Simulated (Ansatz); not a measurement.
Steps of a relaxation of `[SiH3][O][Hf]([Cl])([Cl])[Cl]` with RKS PBE0-D4/def2-TZVP.

```sh
$ ansatz run in.yaml --threads 2 --pin off --events-out ev --progress --plain --max-ram 32768MiB --backend cuda --devices 0, --max-vram 18GiB
```

```yaml
crystal:
  periodic: [false, false, false]
  atoms:
    - {symbol: Si, position_ang: [-1.073260, -0.542610, -1.120300]}
    - {symbol: O, position_ang: [0.081440, -0.964680, -0.056110]}
    - {symbol: Hf, position_ang: [1.018120, 0.213400, 1.028830]}
    - {symbol: Cl, position_ang: [2.505850, -0.467950, 2.578860]}
    - {symbol: Cl, position_ang: [2.126110, 1.626420, -0.321840]}
    - {symbol: Cl, position_ang: [-0.524200, 1.442410, 2.103620]}
    - {symbol: H, position_ang: [-2.234420, -0.040290, -0.365790]}
    - {symbol: H, position_ang: [-1.378310, -1.772380, -1.844720]}
    - {symbol: H, position_ang: [-0.521340, 0.505680, -2.002550]}
basis:
  gaussian: {orbitals: def2-TZVP}
hamiltonian: {xc: pbe0, dispersion: d4}
relax: {f_tol: 0.005, max_steps: 150}
```

Positions (Å) and forces (eV/Å) along the path, 14 of 14 steps:

```xyz
9
step=1 energy=-48841.7233 eV
Si   -1.073   -0.543   -1.120   -0.614   -0.246   -0.644
O     0.081   -0.965   -0.056   -0.302   -1.442   -0.429
Hf    1.018    0.213    1.029    0.810    0.621    0.791
Cl    2.506   -0.468    2.579    1.162   -0.933    1.203
Cl    2.126    1.626   -0.322    0.830    1.070   -1.129
Cl   -0.524    1.442    2.104   -1.279    0.936    0.798
H    -2.234   -0.040   -0.366   -0.234    0.095   -0.022
H    -1.378   -1.772   -1.845   -0.298   -0.224   -0.416
H    -0.521    0.506   -2.003   -0.075    0.124   -0.153
9
step=2 energy=-48842.1539 eV
Si   -1.088   -0.594   -1.138   -0.319    0.083   -0.298
O     0.085   -0.934   -0.033    0.513    0.296    0.542
Hf    1.070    0.293    1.079    0.237    0.229    0.293
Cl    2.588   -0.628    2.660   -0.422    0.073   -0.447
Cl    2.208    1.732   -0.392   -0.181   -0.250    0.259
Cl   -0.597    1.537    2.176    0.315   -0.207   -0.182
H    -2.273   -0.067   -0.420   -0.088   -0.076   -0.010
H    -1.414   -1.814   -1.898   -0.040   -0.106   -0.074
H    -0.579    0.476   -2.034   -0.015   -0.041   -0.082
9
step=3 energy=-48842.2333 eV
Si   -1.089   -0.611   -1.137   -0.082    0.033   -0.095
O     0.102   -0.860   -0.008    0.101    0.356    0.146
Hf    1.084    0.369    1.100    0.076   -0.310    0.071
Cl    2.526   -0.746    2.591   -0.181    0.093   -0.190
Cl    2.234    1.781   -0.354    0.023   -0.008    0.036
Cl   -0.553    1.604    2.206    0.046    0.007    0.024
H    -2.307   -0.121   -0.443   -0.007   -0.057   -0.009
H    -1.383   -1.858   -1.878    0.054   -0.066    0.039
H    -0.614    0.441   -2.075   -0.030   -0.047   -0.021
9
step=4 energy=-48842.2814 eV
Si   -1.113   -0.623   -1.164    0.167   -0.121    0.131
O     0.090   -0.755   -0.010   -0.285    0.327   -0.232
Hf    1.095    0.423    1.119    0.032   -0.374   -0.001
Cl    2.476   -0.827    2.537   -0.049    0.042   -0.048
Cl    2.315    1.823   -0.281    0.070    0.072   -0.047
Cl   -0.473    1.675    2.295   -0.054    0.073    0.073
H    -2.370   -0.191   -0.494    0.072   -0.026   -0.030
H    -1.329   -1.929   -1.845    0.090    0.076    0.105
H    -0.691    0.404   -2.157   -0.043   -0.069    0.051
9
step=5 energy=-48842.3185 eV
Si   -1.152   -0.638   -1.199    0.473   -0.226    0.305
O     0.056   -0.611   -0.026   -0.519    0.266   -0.454
Hf    1.112    0.471    1.141   -0.041   -0.282   -0.044
Cl    2.422   -0.932    2.484   -0.041    0.068   -0.041
Cl    2.409    1.872   -0.196    0.041    0.022   -0.011
Cl   -0.371    1.758    2.397   -0.003    0.012    0.032
H    -2.444   -0.261   -0.562    0.098   -0.066   -0.035
H    -1.225   -2.017   -1.786    0.017    0.318    0.158
H    -0.807    0.358   -2.254   -0.025   -0.112    0.092
9
step=6 energy=-48842.3693 eV
Si   -1.170   -0.646   -1.221   -0.016   -0.040   -0.041
O    -0.010   -0.427   -0.065    0.008   -0.014    0.002
Hf    1.118    0.500    1.151   -0.012    0.065    0.008
Cl    2.377   -0.999    2.428   -0.018   -0.023   -0.021
Cl    2.491    1.890   -0.125    0.014    0.000    0.025
Cl   -0.289    1.787    2.498    0.036   -0.001    0.013
H    -2.491   -0.333   -0.625   -0.015   -0.022   -0.011
H    -1.138   -2.054   -1.698    0.018    0.059    0.043
H    -0.888    0.282   -2.344   -0.015   -0.022   -0.020
9
step=7 energy=-48842.3871 eV
Si   -1.184   -0.657   -1.238    0.038    0.006    0.036
O    -0.049   -0.301   -0.091   -0.046    0.003   -0.042
Hf    1.111    0.545    1.152    0.040    0.012    0.038
Cl    2.308   -1.072    2.341   -0.023    0.004   -0.024
Cl    2.557    1.927   -0.053    0.000   -0.001    0.012
Cl   -0.211    1.821    2.592    0.012    0.000    0.003
H    -2.526   -0.382   -0.672   -0.014   -0.010   -0.011
H    -1.065   -2.086   -1.611    0.005   -0.004    0.005
H    -0.941    0.205   -2.420   -0.013   -0.009   -0.017
9
step=8 energy=-48842.3876 eV
Si   -1.194   -0.668   -1.249    0.199    0.076    0.090
O    -0.101   -0.116   -0.122   -0.063   -0.041   -0.070
Hf    1.116    0.598    1.163   -0.153   -0.151   -0.126
Cl    2.216   -1.184    2.226   -0.098    0.177   -0.096
Cl    2.632    1.973    0.029   -0.047   -0.066    0.061
Cl   -0.123    1.860    2.695    0.081   -0.074   -0.065
H    -2.570   -0.443   -0.738    0.050   -0.038    0.035
H    -0.958   -2.123   -1.490   -0.012    0.201    0.054
H    -1.018    0.102   -2.514    0.043   -0.085    0.117
9
step=9 energy=-48842.3910 eV
Si   -1.205   -0.660   -1.257    0.188   -0.132    0.081
O    -0.105   -0.151   -0.127   -0.140    0.032   -0.127
Hf    1.092    0.602    1.140    0.152   -0.089    0.152
Cl    2.220   -1.132    2.233   -0.066    0.058   -0.062
Cl    2.646    1.952    0.036   -0.047    0.002   -0.016
Cl   -0.115    1.846    2.706   -0.011   -0.002   -0.050
H    -2.570   -0.457   -0.712    0.024    0.049   -0.063
H    -0.977   -2.110   -1.509   -0.026    0.097    0.002
H    -0.987    0.110   -2.511   -0.075   -0.014    0.083
9
step=10 energy=-48842.3979 eV
Si   -1.192   -0.663   -1.247    0.012    0.010    0.014
O    -0.112   -0.109   -0.127   -0.017   -0.007   -0.018
Hf    1.101    0.601    1.149    0.006    0.004    0.007
Cl    2.195   -1.170    2.206   -0.001   -0.006   -0.002
Cl    2.637    1.958    0.031    0.000    0.001   -0.001
Cl   -0.114    1.852    2.701    0.000    0.002    0.000
H    -2.566   -0.458   -0.728   -0.002    0.000    0.000
H    -0.945   -2.106   -1.480    0.005   -0.005    0.003
H    -1.004    0.097   -2.507   -0.001    0.000   -0.004
9
step=11 energy=-48842.3981 eV
Si   -1.192   -0.663   -1.247    0.000    0.000    0.000
O    -0.119   -0.092   -0.130    0.004    0.005    0.005
Hf    1.100    0.605    1.149   -0.003   -0.001   -0.003
Cl    2.183   -1.181    2.192   -0.002    0.000   -0.002
Cl    2.641    1.960    0.036    0.000    0.000    0.001
Cl   -0.107    1.854    2.710    0.001    0.000    0.000
H    -2.568   -0.464   -0.732   -0.001   -0.001   -0.001
H    -0.932   -2.106   -1.466    0.001   -0.001    0.000
H    -1.007    0.087   -2.513   -0.001   -0.001   -0.002
9
step=12 energy=-48842.3982 eV
Si   -1.192   -0.663   -1.247   -0.008   -0.003   -0.012
O    -0.127   -0.070   -0.134    0.007    0.004    0.007
Hf    1.098    0.611    1.148   -0.002   -0.008    0.000
Cl    2.169   -1.191    2.175   -0.003    0.005   -0.003
Cl    2.649    1.963    0.045   -0.001    0.000    0.000
Cl   -0.096    1.856    2.722    0.000   -0.001   -0.002
H    -2.572   -0.471   -0.738    0.003   -0.002    0.003
H    -0.918   -2.107   -1.450    0.000    0.006    0.004
H    -1.012    0.074   -2.521    0.004   -0.002    0.003
9
step=13 energy=-48842.3982 eV
Si   -1.192   -0.662   -1.247    0.001   -0.008    0.001
O    -0.127   -0.068   -0.134    0.006    0.003    0.007
Hf    1.098    0.611    1.149   -0.008    0.001   -0.008
Cl    2.168   -1.194    2.173    0.001    0.000    0.001
Cl    2.647    1.963    0.044    0.001   -0.001    0.001
Cl   -0.096    1.856    2.722    0.001   -0.001    0.001
H    -2.571   -0.472   -0.738    0.001    0.003   -0.003
H    -0.917   -2.106   -1.447   -0.001    0.003   -0.002
H    -1.011    0.073   -2.522   -0.002   -0.001    0.003
9
step=14 energy=-48842.3982 eV
Si   -1.192   -0.663   -1.247    0.000    0.000    0.000
O    -0.127   -0.069   -0.134    0.000    0.000    0.000
Hf    1.098    0.611    1.148    0.000    0.000    0.000
Cl    2.170   -1.192    2.173    0.000    0.000    0.000
Cl    2.648    1.963    0.044    0.000    0.000    0.000
Cl   -0.096    1.854    2.723    0.000    0.000    0.000
H    -2.572   -0.470   -0.739    0.000    0.000    0.000
H    -0.918   -2.107   -1.446    0.000    0.000    0.000
H    -1.010    0.072   -2.522    0.000    0.000    0.000
```

Hardware: 2 threads of an AMD EPYC 7R13 on a shared host and a share of an NVIDIA H100 80 GB. Wall time 24 s, peak host memory 0.93 GiB.
